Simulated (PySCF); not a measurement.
# [TlH2]+ at several levels of theory

Computed with PySCF 2.14.0 (density fitting, no spin-orbit coupling) at the geometry relaxed with PBE0:

```xyz
3
[TlH2]+ (singlet)
Tl    0.0000    0.0000    0.5287
H     1.6697    0.0000    0.5286
H    -1.6697    0.0000    0.5286
```

| level | basis | state | HOMO (eV) | gap (eV) | charge on Tl1 (e) | dipole about the centre of mass (D) | largest force component (eV/Å) |
| --- | --- | --- | --- | --- | --- | --- | --- |
| PBE0 | Tl def2-SVP with ECP60, H def2-SVP | singlet | -15.84 | 8.13 | 0.80 | 0.00 | 0.00 |
| TPSSh | the same | singlet | -15.32 | 7.29 | 0.83 | 0.00 | 0.06 |
| PBE0 | Tl def2-TZVP with ECP60, H def2-TZVP | singlet | -15.87 | 8.14 | 0.72 | 0.00 | 0.15 |

Charges are Mulliken's, which hang on the basis. The relaxation used the grid (50, 194), these runs (75, 302) or, all-electron (x2c bases, spin-free X2C Hamiltonian), (99, 590).

Problem. What does BP86 with Tl def2-SVP with ECP60, H def2-SVP give here?

Solution. state singlet, HOMO (eV) -14.83, gap (eV) 6.22, charge on Tl1 (e) 0.81, dipole about the centre of mass (D) 0.00, largest force component (eV/Å) 0.24. Time: 1.6 s on 2 threads of AMD EPYC 7571, on a shared host, from an already converged density.

In the first row's basis the gap widens with exact exchange: 6.2 eV for BP86 (none); 7.3 to 8.1 eV for TPSSh, PBE0 (a fixed share).
